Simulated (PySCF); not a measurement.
Gas-phase reaction: GeF2 + F = GeF3

Method: PySCF energies plus ideal-gas RRHO corrections (1 bar). † marks an energy on the PBE0/def2-TZVP geometry and frequencies. MP2 freezes the core. Open shells (unrestricted): F (multiplicity 2), GeF3 (multiplicity 2); the rest are closed-shell singlets. Spin-orbit splitting is ignored; it lowers the true energy and changes the entropy of F. Ge: all electrons, no relativistic terms. GeF3: computed as isolated molecules; such fragments, hydroxides, amides, oligomers or adducts are transient or little studied in the gas. MP2 isn't extrapolated to the basis-set limit.

PBE0/def2-QZVP† gives ΔH°(298 K) = -299 kJ.

What do MP2/def2-SVP†, LDA/def2-TZVP†, PBE/def2-TZVP† give?

MP2/def2-SVP†: -314 kJ; LDA/def2-TZVP†: -382 kJ; PBE/def2-TZVP†: -311 kJ. For scale, ΔH°(298 K) is -299 kJ at this level, -292 kJ at ωB97M-V/def2-TZVP†, and runs from -382 to -180 kJ over the 20 levels computed.
